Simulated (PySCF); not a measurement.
Species: C7H11 (doublet state).
Numbering: `[CH2:1]1[CH2:2][CH:3]([C:4]2[CH2:5][CH2:6]2)[CH2:7]1` (hydrogens: H8, H9 on C1; H10, H11 on C2; H12 on C3; H13, H14 on C5; H15, H16 on C6; H17, H18 on C7)

Cartesian coordinates in Å at the GFN2-xTB level; atoms count from 1:
```xyz
18
C7H11 angstrom
C      2.183   -0.140    0.052
C      1.000   -0.026    1.017
C      0.115   -0.795   -0.023
C     -1.213   -0.273   -0.313
C     -2.358    0.142    0.501
C     -1.768    1.061   -0.555
C      1.222   -0.556   -1.070
H      2.870   -0.938    0.330
H      2.752    0.772   -0.118
H      0.665    1.000    1.155
H      1.105   -0.504    1.988
H      0.048   -1.850    0.261
H     -3.333   -0.286    0.303
H     -2.210    0.375    1.551
H     -1.215    1.943   -0.245
H     -2.357    1.234   -1.448
H      1.514   -1.420   -1.662
H      0.972    0.267   -1.735
```

The hyperfine couplings belong to this conformer and change with its torsions.

Level of theory: UKS B3LYP, pcH-1 on C H, non-relativistic, mean-field spin-orbit, GIAO in PySCF. Isolated species at its GFN2-xTB geometry (one conformer only). A GFN2-xTB geometry isn't a minimum of the functional, and hyperfine couplings can be far from their values at a DFT geometry. The SCF solution wasn't tested for stability.

(1) Give the isotropic g value and a_iso(13C) at C4.

(2) For one electron spin and this one nucleus (I = 1/2, g_N = 1.4048), compare first-order, second-order and exact resonance fields at 9.439 GHz.

(3) Someone takes the midpoint and the distance of the outer exact lines at face value. What g and a result?

## Answers

(1) g_iso = 2.00267 and a = +238.84 MHz, or +8.521 mT (Mulliken spin population +0.92). 13C makes up about 1.07 % of the natural element, so this concerns labelled samples or satellites.

(2) B0 = hν/(g μB) = 336.748 mT and a/B0 = 0.0253. B(1) = B0 − a·mI, B(2) = B(1) − a²[I(I+1) − mI²]/(2B0); the exact values solve the Breit–Rabi equation, nuclear Zeeman term included.

```tsv
mI	first order (mT)	second order (mT)	exact (mT)	exact − first order
−1/2	341.009	340.955	340.955	-0.053
+1/2	332.488	332.434	332.433	-0.055
```

(3) Their midpoint, 336.694 mT, gives an apparent g of 2.00299 (true 2.00267), and their distance over 2I an apparent |a| of 8.522 mT (true 8.521).

Other couplings of abundant isotopes, left aside here: 4 × 1H 67 MHz, 1 × 1H 33 MHz, 2 × 1H 4 MHz, 1 × 1H 2 MHz.

Nuclei that the bonding pattern makes equivalent are averaged, as if the motion that swaps them (rotation, inversion, ring flip) were fast. The 1H value of +66.5 MHz is a mean of couplings from 53.8 to 79.3 MHz in this one geometry, not an average over conformers.
